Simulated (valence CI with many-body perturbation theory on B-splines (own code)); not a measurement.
Results of a calculation; reference values are marked as such.
**As²⁸⁺: configurations and terms from energies and g**

Method: configuration interaction combined with many-body perturbation theory (CI+MBPT): three valence electrons over a frozen Dirac-Fock core [He], a basis of 11 s, 11 p, 10 d, 8 f, 5 g, 2 h functions for each j, with the one-electron correlation potential Σ1 (screened to all orders), the two-electron term Σ2, the three-electron term Σ3, Breit, model QED; selected single and double excitations, second order for the rest, scaled by the run's own slope (own B-spline code, finite nucleus).

The last digits are not significant, and no measured levels were compared; by estimate large intervals hold to a few tenths of a per cent, small ones and those within an open d or f shell to about a per cent.

```
No.    J  Parity   E (eV)      g
  1  1/2     odd     0.00  0.657
  2  3/2     odd    41.77  1.327
  3  1/2    even    74.81  2.546
  4  3/2    even    99.37  1.711
  5  5/2    even   113.52  1.507
  6  3/2    even   145.77  0.871
  7  1/2    even   156.99  1.099
  8  5/2    even   162.42  1.280
 10  3/2    even   203.11  1.266
 13  5/2     odd   278.92  1.193
 14  1/2     odd   301.71  0.657
 16  1/2    even  1727.81  1.999
 17  1/2     odd  1757.79  0.667
 18  3/2     odd  1769.52  1.335
```

Energies count from the lowest level. Strongly mixed levels and levels close to another of their J and parity are left out, so the numbers can have gaps.

(1) Give configuration and LS term of each level.

Answers

(1) 1: 2s2 2p 2P°; 2: 2s2 2p 2P°; 3: 2s 2p2 4P; 4: 2s 2p2 4P; 5: 2s 2p2 4P; 6: 2s 2p2 2D; 7: 2s 2p2 2P; 8: 2s 2p2 2D; 10: 2s 2p2 2P; 13: 2p3 2D°; 14: 2p3 2P°; 16: 2s2 3s 2S; 17: 2s2 3p 2P°; 18: 2s2 3p 2P°.
